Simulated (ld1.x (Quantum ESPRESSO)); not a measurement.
Which change was made? (N, PAW)

```json
{
  "Element": "nitrogen",
  "Generator": "ld1.x (Quantum ESPRESSO) 7.5",
  "Type": "PAW",
  "Functional": "PBE",
  "Relativity": "scalar-relativistic",
  "Frozen core": "[He]",
  "Valence charge": "5",
  "Reference configuration": "2s2 2p3",
  "Partial waves": "2s (bound): rcut 1.05, rcutus 1.10 bohr; 2s channel at -0.75 Ry: rcut 1.05, rcutus 1.10 bohr; 2p (bound): rcut 1.15, rcutus 1.40 bohr; 2p channel at 1 Ry: rcut 1.15, rcutus 1.40 bohr; 3d channel at -0.15 Ry: rcut 1.00, rcutus 1.15 bohr; 3d channel at 1 Ry: rcut 1.00, rcutus 1.15 bohr",
  "Local potential": "all-electron potential smoothed inside 1.30 bohr (lloc = -1)",
  "Core correction": "Bessel-smoothed model core inside 0.55 bohr",
  "Augmentation charge": "GAUSS, radius 1.00 bohr"
}
```

Cutoffs, loose and tight: the cutoffs (Ry, on a coarse ladder) from which the occupation-weighted sum of valence levels, in a spherical-Bessel basis at the reference potential, stays within 10 and 1 mRy of its value at 400 Ry. They do not see the model core or the augmentation charge, which bear on the density cutoff. Test errors are all-electron minus pseudo excitation energies from the reference, over the configurations 2s2 2p2; 2s2 2p1; 2s2 2p0; 2s2 2p2.5; 2s1 2p3; 2s1 2p4; 2s0 2p5; variants that change the core or the reference have their own tests. The largest error is taken over the tests solved by every variant that gives reliable tests at all, those not shown here included: 2s0 2p5; 2s1 2p3; 2s1 2p4; 2s2 2p1; 2s2 2p2; 2s2 2p2.5.

The base gives: outcome: generated; cutoff, loose: 35 Ry; cutoff, tight: 50 Ry; bound ghosts: none; largest test error (meV): -3.7.

Problem. After one change the result is: outcome: generated; cutoff, loose: 21 Ry; cutoff, tight: 35 Ry; bound ghosts: none; largest test error (meV): -5.4. Which change was it?
A. waves 2p (bound): rcut 1.15, rcutus 1.78 bohr; 2p channel at 1 Ry: rcut 1.15, rcutus 1.78 bohr
B. all radii but the core radius scaled by about 1.39 (s 1.52, p 1.94, d 1.60 bohr, rcut 1.46/1.60/1.38); local potential all-electron potential smoothed inside 1.80 bohr (lloc = -1); augmentation GAUSS, radius 1.38 bohr
C. waves 2s (bound): rcut 0.84, rcutus 0.88 bohr; 2s channel at -0.75 Ry: rcut 0.84, rcutus 0.88 bohr

Solution. A. The others give: all radii but the core radius scaled by about 1.39 (s 1.52, p 1.94, d 1.60 bohr, rcut 1.46/1.60/1.38); local potential all-electron potential smoothed inside 1.80 bohr (lloc = -1); augmentation GAUSS, radius 1.38 bohr → outcome: generated; cutoff, loose: 18 Ry; cutoff, tight: 25 Ry; bound ghosts: none; largest test error (meV): +3.1 | waves 2s (bound): rcut 0.84, rcutus 0.88 bohr; 2s channel at -0.75 Ry: rcut 0.84, rcutus 0.88 bohr → outcome: generated; cutoff, loose: 35 Ry; cutoff, tight: 60 Ry; bound ghosts: none; largest test error (meV): -8.0.
